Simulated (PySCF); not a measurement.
Compound: H8S2Si3.
Geometry (GFN2-xTB, Å), atoms numbered from 1 in this order:
```
atom  x, y, z in Å
Si1    2.461    0.439   -0.165
S2     1.013   -0.703   -1.241
Si3   -0.656   -0.879    0.143
Si4   -1.792    1.110    0.515
S5    -1.945   -2.329   -0.800
H6     1.839    1.709    0.188
H7     3.552    0.565   -1.113
H8     2.824   -0.307    1.032
H9    -0.089   -1.569    1.303
H10   -2.927    0.857    1.400
H11   -2.284    1.735   -0.713
H12   -0.902    2.068    1.178
H13   -1.098   -2.696   -1.746
```

Computed with TDDFT wB97X-D/def2-SVPD, vertical, gas phase, core orbitals frozen in the response (PySCF).

Frontier orbitals with the atoms that hold most of them (Löwdin shares over 4%, at most four atoms; ? is withheld):

```tsv
orbital	ε (eV)	atoms
HOMO-3	-10.86	S5 44%, S2 20%, Si3 14%, Si1 8%
HOMO-2	-10.44	S2 51%, Si3 14%, Si1 9%, S5 8%
HOMO-1	-9.34	S5 50%, S2 29%, Si3 8%, Si1 4%
HOMO	-9.05	?
LUMO	0.77	?
LUMO+1	0.99	Si3 27%, S5 19%, Si4 15%, Si1 9%
LUMO+2	1.46	Si1 24%, S2 22%, S5 14%, Si3 7%
```

Which atoms hold the LUMO, and with what shares?

Si3 (bonded to 2 S, Si and H) 28%; S2 (bonded to 2 Si) 19%; Si4 (bonded to Si and 3 H) 15%; S5 (bonded to Si and H) 11%. By element: silicon 43% or more, sulfur 30%.

Which atoms hold the HOMO, and with what shares?

S2 (bonded to 2 Si) 38%; S5 (bonded to Si and H) 23%; Si3 (bonded to 2 S, Si and H) 12%; Si4 (bonded to Si and 3 H) 8%. By element: sulfur 61%, silicon 21% or more.

The HOMO–LUMO gap is 9.83 eV. Where does the response calculation put the lowest singlet, and from which orbitals?

S1 is at 5.36 eV (f = 0.0048), 4.47 eV below the gap, made of HOMO→LUMO (86%). 

Give energy, strength and leading configuration of S1, S4 and S7, and follow the Löwdin shares of the leading atoms from the occupied to the empty orbital.

- S1 (5.36 eV, f 0.0048), HOMO→LUMO (86%): S2 38% → 19%, S5 23% → 11%, Si3 12% → 28%
- S4 (5.92 eV, f 0.014), HOMO-1→LUMO+1 (80%): S5 50% → 19%, S2 29% → at most 10%, Si3 8% → 27%
- S7 (6.90 eV, f 0.022), HOMO-2→LUMO (72%): S2 51% → 19%, Si3 14% → 28%

Löwdin shares depend on the basis, the more so with diffuse functions.

One conformer stands for the species.
